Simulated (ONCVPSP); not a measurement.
# Before and after: ONCV potential for In

- Element: In
- Generator: ONCVPSP 4.0.1
- Type: optimised norm-conserving Vanderbilt (ONCV)
- Functional: PBEsol
- Relativity: scalar-relativistic
- Frozen core: [Ar] 3d10 4s2
- Valence charge: 19
- Reference configuration: 4p6 4d10 5s2 5p1
- Partial waves: 5s: rc 2.05 bohr, ncon 5, nbas 8, qcut 3.1 1/bohr, 2 projectors, debl 0.8 Ha; 4p+5p: rc 1.85 bohr, ncon 4, nbas 7, qcut 6.6 1/bohr, 3 projectors, debl 0.5 Ha; 4d: rc 1.20 bohr, ncon 3, nbas 6, qcut 8.8 1/bohr, 2 projectors, debl 3.7 Ha; f scattering state at 0.09 Ha: rc 1.95 bohr, ncon 4, nbas 7, qcut 6.3 1/bohr, 3 projectors, debl 0.5 Ha
- Local potential: polynomial inside 1.20 bohr (lpopt 5, dvloc0 2 Ha)
- Core correction: Teter function fitted to the true core (icmod 2), fcfact 0.15

Change: s: debl 0.35.

Cutoffs: the cutoffs (Ha) at which the residual kinetic energy of the hardest occupied pseudo-wave falls to 1 and 0.1 mHa per electron; they do not see the model core or the augmentation charge, which bear on the density cutoff. Errors are all-electron minus pseudo energies relative to the spin-unpolarised reference configuration.

Q: Predict the effect on cutoff, ghosts and configuration errors.

A: The potential gets neither clearly harder nor softer (36 Ha and 73 Ha → 36 Ha and 73 Ha); both files keep a bound ghost (s); the errors of the 3 common tests hardly move.

```csv
quantity,base,changed
"cutoff, loose",36 Ha,36 Ha
"cutoff, tight",73 Ha,73 Ha
bound ghosts,s,s
GHOST(+) flags under 300 eV,f at 23.3 eV,f at 23.3 eV
tests with a reliable result,3 of 4,3 of 4
"error for 4p6 4d10 5s2 5p0, meV [ΔE 5.36 eV]",-1.3,-1.3
"error for 4p6 4d10 5s1 5p0, meV [ΔE 24.64 eV]",-10.0,-9.4
"error for 4p6 4d10 5s1 5p2, meV [ΔE 5.88 eV]",-7.2,-7.0
s: phases at 2.08 bohr within 0.05 rad from the reference energy up to (Ha; the scan ends near 5),3.5,4.1
p: phases at 1.88 bohr within 0.05 rad from the reference energy up to (Ha; the scan ends near 5),to the end of the scan,to the end of the scan
d: phases at 1.22 bohr within 0.05 rad from the reference energy up to (Ha; the scan ends near 5),to the end of the scan,to the end of the scan
f: phases at 1.98 bohr within 0.05 rad from the reference energy up to (Ha; the scan ends near 5),3.3,3.3
"rms error of d²Exc/dni dnj with the model core, mHa",0.60,0.60
```

 A true bound ghost makes a file unfit for plane-wave use even where its test errors are small: the radial tests pick states by their node count and pass the ghost by.
